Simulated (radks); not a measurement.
Results of a calculation; reference values are marked as such.
Effect of the nuclear size on neutral magnesium, [Ne] 3s2. Level of theory: Dirac Kohn-Sham, PBE, spin-unpolarised, spherical densities, finite nucleus; Fermi nuclear charge, rms radius 3.057 fm (a radial shooting solver on a logarithmic mesh with Libxc functionals). The rms radius is varied about that value; shifts are against it.

rms radius (fm)  total energy shift (eV)  density at nucleus (e/bohr^3)  1s1/2 shift (meV)
2.5006                         -0.000877                           1163             -0.362
2.8797                         -0.000298                           1162             -0.123
3.057                                  0                           1161              0.000
3.2557                          0.000355                           1160              0.147
3.4483                          0.000720                           1160              0.298

Slopes of the eigenvalues against <r^2> in GHz/fm^2, as finite differences over the two radii next to the reference (eigenvalue slopes, not the field-shift constants of lines): 1s1/2 28.3.
